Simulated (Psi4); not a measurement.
Psi4 was given this input:
```
memory 2 GB

molecule mol {
0 2
Si    0.224961    1.954402   -0.010280
Si    1.888001    0.448422    0.557987
Si    0.945155   -1.673835    0.290882
Si   -1.274265   -1.421827   -0.366484
Si   -1.750590    0.861572   -0.519720
H     0.070454    3.072035    0.939827
H     2.479854    0.612777    1.894422
H     3.046273    0.621846   -0.333808
H     1.707129   -2.457446   -0.687912
H     1.048605   -2.465150    1.523068
H    -1.531795   -2.089677   -1.647243
H    -2.185261   -2.097955    0.565236
H    -2.181315    1.215421   -1.882157
H    -2.919612    1.225869    0.295165
}

set {
  basis sto-3g
  reference uks
  scf_type pk
  puream true
  d_convergence 1e-8
  dft_radial_points 99
  dft_spherical_points 590
}

energy('r2scan')
print_variables()
```

Q: What does this run give for the <S^2>, total energy?

A: 
- <S^2>: 0.753
- total energy: -2871.988199 Ry

These values belong to the state on which the SCF converged, which isn't shown to be the lowest.

Q: Roughly what does it cost on one core?

A: very roughly 80 core-seconds.
